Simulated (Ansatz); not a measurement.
Geometry optimisation, Ansatz, DFT PBE, scalar-relativistic, plane waves, PAW.

Input file:

```yaml
crystal:
  lattice:
    - [7.398, 0.0, 0.0]
    - [-3.699, 6.406856, 0.0]
    - [0.0, 0.0, 11.0]
  atoms:
    - { symbol: C, position: [0.0, 0.0, 0.0909091] }
    - { symbol: C, position: [0.2222222, 0.1111111, 0.0909091] }
    - { symbol: C, position: [0.0, 0.3333333, 0.0909091] }
    - { symbol: C, position: [0.2222222, 0.4444444, 0.0909091] }
    - { symbol: C, position: [0.0, 0.6666667, 0.0909091] }
    - { symbol: C, position: [0.2222222, 0.7777778, 0.0909091] }
    - { symbol: C, position: [0.3333333, 0.0, 0.0909091] }
    - { symbol: C, position: [0.5555556, 0.1111111, 0.0909091] }
    - { symbol: C, position: [0.3333333, 0.3333333, 0.0909091] }
    - { symbol: C, position: [0.5555556, 0.4444444, 0.0909091] }
    - { symbol: C, position: [0.3333333, 0.6666667, 0.0909091] }
    - { symbol: C, position: [0.5555556, 0.7777778, 0.0909091] }
    - { symbol: C, position: [0.6666667, 0.0, 0.0909091] }
    - { symbol: C, position: [0.8888889, 0.1111111, 0.0909091] }
    - { symbol: C, position: [0.6666667, 0.3333333, 0.0909091] }
    - { symbol: C, position: [0.8888889, 0.4444444, 0.0909091] }
    - { symbol: C, position: [0.6666667, 0.6666667, 0.0909091] }
    - { symbol: C, position: [0.8888889, 0.7777778, 0.0909091] }
    - { symbol: Ga, position: [0.3727473, 0.4154965, 0.27], spin: 1.0 }
magnetization:
  spin_polarized: true
basis:
  ecutwfc: 420.0
kpoints:
  mp_grid: { grid: [2, 2, 1] }
hamiltonian:
  xc: pbe
scf:
  occupations: { method: gaussian, width: 0.05 }
  lower_state_search: "off"
relax:
  f_tol: 0.03
  max_steps: 60
  adjacent_minimum: "off"
output:
  write_density: true
  write_potential: true
  elf: true
  volumetric_format: npy
```

Launched with:

```bash
$ ansatz run input.yaml --threads 2 --pin off --max-ram 5120MiB --backend cpu --events-out ev --progress --plain --runs-dir out
```

**Question.** Where does it end, and by what steps?

**Answer.** The run converged. The force dipped under the threshold on the way, but the program's further checks kept it going. Limits of this set-up: slab without dipole correction. After 8 steps the energy has fallen by 0.513 eV; Ga19 moved furthest, 0.87 Å.

| step | energy less start (eV) | largest force component (eV/Å) | accepted |
| --- | --- | --- | --- |
| 0 | 0.0000 | 2.959 | yes |
| 1 | -0.2713 | 1.379 | yes |
| 2 | -0.3930 | 0.199 | yes |
| 3 | -0.4365 | 0.194 | yes |
| 4 | -0.4778 | 0.163 | yes |
| 5 | -0.5063 | 0.081 | yes |
| 6 | -0.5129 | 0.069 | yes |
| 7 | -0.5132 | 0.024 | yes |
| 8 | -0.5132 | 0.024 | yes |

```xyz
19
Lattice="7.3980 0.0000 0.0000 -3.6990 6.4069 0.0000 0.0000 0.0000 11.0000" Properties=species:S:1:pos:R:3
C -0.001 -0.047 0.986
C 1.232 0.658 0.988
C -1.239 2.085 0.989
C -0.008 2.796 0.994
C -2.467 4.224 0.986
C -1.239 4.939 0.988
C 2.466 -0.047 0.986
C 3.698 0.664 0.986
C 1.232 2.080 0.994
C 2.473 2.796 0.994
C -0.008 4.228 0.993
C 1.232 4.944 0.992
C 4.931 -0.041 0.988
C 6.164 0.664 0.986
C 3.704 2.085 0.989
C 4.931 2.800 0.986
C 2.473 4.228 0.993
C 3.704 4.939 0.988
Ga 1.232 3.514 3.165
```

The run took 80 s on 2 threads of INTEL(R) XEON(R) PLATINUM 8581C CPU @ 2.10GHz (Emerald Rapids), with other jobs on the host, peak memory 0.98 GiB.
